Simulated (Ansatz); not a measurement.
Geometry optimisation, Ansatz 0.2.0, RKS B3LYP-D4/def2-SVP.

The input (input.yaml):

```yaml
crystal:
  periodic: [false, false, false]
  atoms:
    - { symbol: Ge, position_ang: [-0.840426, -0.294645, 0.305217] }
    - { symbol: H, position_ang: [1.494146, -0.245443, 1.761451] }
    - { symbol: Cl, position_ang: [2.45009, 0.280573, 0.989782] }
    - { symbol: Ge, position_ang: [-1.257884, 1.904473, -0.830888] }
    - { symbol: H, position_ang: [-2.763187, 1.990182, -1.213821] }
    - { symbol: H, position_ang: [-0.983508, 3.083414, 0.132541] }
    - { symbol: H, position_ang: [-0.441172, 2.171363, -2.116936] }
    - { symbol: H, position_ang: [-0.550259, -1.053617, -1.071246] }
basis:
  gaussian: { orbitals: def2-SVP }
hamiltonian:
  xc: b3lyp
  dispersion: d4
relax:
  f_tol: 0.03
  max_steps: 50
```

Launched with:

```bash
$ ansatz run input.yaml --threads 2 --pin off --max-ram 3072MiB --backend cpu --events-out ev --progress --plain --runs-dir out
```

**Question.** Where does it end, and by what steps?

**Answer.** The run converged. The force dipped under the threshold on the way, but the program's further checks kept it going. After 11 steps the energy has fallen by 0.222 eV; Cl3 moved furthest, 0.80 Å.

```tsv
step	energy less start (eV)	largest force component (eV/Å)	accepted
0	0.0000	0.997	yes
1	-0.0716	0.770	yes
2	-0.0938	1.204	yes
3	-0.1477	0.894	yes
4	-0.1777	0.401	yes
5	-0.1958	0.348	yes
6	-0.2074	0.214	yes
7	-0.2173	0.090	yes
8	-0.2210	0.029	yes
9	-0.2205	0.267	no
10	-0.2218	0.030	yes
11	-0.2223	0.020	yes
```

```xyz
8
Properties=species:S:1:pos:R:3
Ge -0.954 -0.412 0.334
H 1.815 0.233 1.837
Cl 1.820 0.046 0.556
Ge -1.176 1.860 -0.744
H -2.597 1.988 -1.360
H -1.056 3.012 0.290
H -0.168 2.178 -1.879
H -0.576 -1.068 -1.077
```

Whether the end is a true minimum wasn't checked by a vibrational analysis.

Run time: 44 s on 2 threads of Arm Neoverse V2, on a shared host, peak memory 0.26 GiB.
